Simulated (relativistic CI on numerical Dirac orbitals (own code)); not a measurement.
Method of calculation: Dirac-Coulomb-Breit CI, KLI orbitals optimised for each configuration, model QED (radiative potential, 1s self-energy scaled to tabulated hydrogen-like ionisation energies), unscaled Slater integrals (own radial code, finite nucleus).

Configuration list (outside the closed core [Ar] 3d10): 4s2.4p6, 4s2.4p5.4d, 4s.4p6.4d, 4s2.4p5.4f, 4s.4p6.4f, 4s2.4p5.5s, 4s2.4p5.5p, 4p6.4d.4f, 4s.4p6.5s, 4s2.4p5.5d, 4s.4p6.5p, 4s2.4p5.5f, 4s2.4p5.5g, 4s.4p6.5d, 4s2.4p5.6s, 4s2.4p5.6p, 4p6.4f.5s, 4s.4p6.5f, 4s2.4p5.6d, 4s.4p6.5g, 4s2.4p5.6f, 4p6.4d2, 4p5.4d3, 4p5.4d2.4f, 4p5.4d2.5s, 4p5.4d2.5p, 4p6.4f2, 4p5.4d.4f2, 4p5.4f3, 4p5.4f2.5s, 4p5.4f2.5p, 4p6.4d.5s, 4p5.4d.4f.5s, 4p5.4d.5s2, 4p5.4d.5s.5p. Double excitations out of closed p, d and f shells are left out; levels of such configurations are missing from the list, as are those of other unlisted configurations, and high levels can miss mixing partners. These lack a partner that the ground configuration has and come out too high: 4s2.4p5.5d, 4s2.4p5.5f, 4s2.4p5.5g, 4s2.4p5.6s, 4s2.4p5.6p.

At this charge energies of transitions that change n are usually good to better than 1 %, and those within a shell (Δn = 0) to a few per cent.

Outline of the computed level scheme of Nd XXV. Lowest level of each configuration: 4s2.4p6 1S_0 at 0.000 eV; 4s2.4p5.4d 3P°_0 at 99.983 eV; 4s.4p6.4d 3D_1 at 204.073 eV; 4s2.4p5.4f 3G_5 at 238.977 eV; 4s2.4p5.5s 3P°_2 at 335.586 eV; 4s.4p6.4f 3F°_2 at 343.299 eV; 4s2.4p5.5p 3S_1 at 364.480 eV.

Some strong electric-dipole decays among the lowest 45 levels: 4s2.4p5.4d 1P°_1 → 4s2.4p6 1S_0 (1.5e+12 s⁻¹); 4s2.4p5.5s 1P°_1 → 4s2.4p6 1S_0 (7.7e+11 s⁻¹); 4s2.4p5.5p 3D_2 → 4s2.4p5.4d 3F°_3 (4.5e+11 s⁻¹); 4s2.4p5.5p 3D_3 → 4s2.4p5.4d 3F°_4 (4.3e+11 s⁻¹); 4s2.4p5.5s 3P°_1 → 4s2.4p6 1S_0 (3.8e+11 s⁻¹); 4s2.4p5.4f 3D_3 → 4s2.4p5.4d 3D°_2 (3.4e+11 s⁻¹); 4s2.4p5.4f 3G_3 → 4s2.4p5.4d 3F°_2 (3.0e+11 s⁻¹); 4s2.4p5.4f 1G_4 → 4s2.4p5.4d 1F°_3 (2.9e+11 s⁻¹).

LS names give the leading component of a level, which can be under half, so a name can repeat, a term be missing and a line seem to break the LS rules.
